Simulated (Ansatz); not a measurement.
Ansatz results at the PBE0-D4/def2-TZVP geometry: HOMO energy (ωB97M-V/def2-TZVPP) -8.33 eV; HOMO–LUMO gap (PBE/def2-TZVPP) 3.75 eV; HOMO–LUMO gap (B3LYP/def2-TZVPP) 5.53 eV.

Each molecule was computed in one conformer, which needn't be the lowest.

(1) Which molecule gave them?
A. `C[P+](C)(C)[Cu-][OH]`
B. `F[P+](F)(F)[Au-][Cl]`
C. `CC[P+](CC)(CC)[Au-][O]C`
D. `CC[P+](CC)(CC)[Ag-][O]C`

Answers

(1) A. The others give `F[P+](F)(F)[Au-][Cl]`: -10.31, 4.53, 6.06; `CC[P+](CC)(CC)[Ag-][O]C`: -7.61, 3.10, 4.71; `CC[P+](CC)(CC)[Au-][O]C`: -7.99, 3.52, 5.12.

B3LYP here is the variant with VWN-RPA as its local correlation; programs differ in this.
